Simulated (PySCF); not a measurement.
C4H8BF, SMILES CB(C)/C=C\F. Coordinates come from a B3LYP-D3(BJ)/def2-SVP optimisation. The structure was generated by enumeration; whether it is a known compound was not checked. Other conformers were not sampled.

Give the equilibrium geometry at B3LYP-D3(BJ)/def2-SVP (PySCF confirms it by a frequency run) as a Z-matrix. (An estimate is asked for; the answer gives what the named calculation found.)

Several could match; the one computed here: 
```
B
C 1 1.5615
C 2 1.3397 1 127.33
F 3 1.3354 2 123.59 1 -0.14
H 2 1.0967 3 113.08 4 -179.41
H 3 1.0967 4 110.77 2 -179.73
C 1 1.5763 2 118.78 5 0.75
H 7 1.1011 1 115.59 2 13.18
H 7 1.1038 8 109.21 1 -127.30
H 7 1.1091 8 107.34 9 -113.32
C 1 1.5771 2 121.50 5 -178.52
H 11 1.1011 1 113.70 2 172.38
H 11 1.1024 12 109.23 1 126.32
H 11 1.1069 12 107.73 13 113.23
```
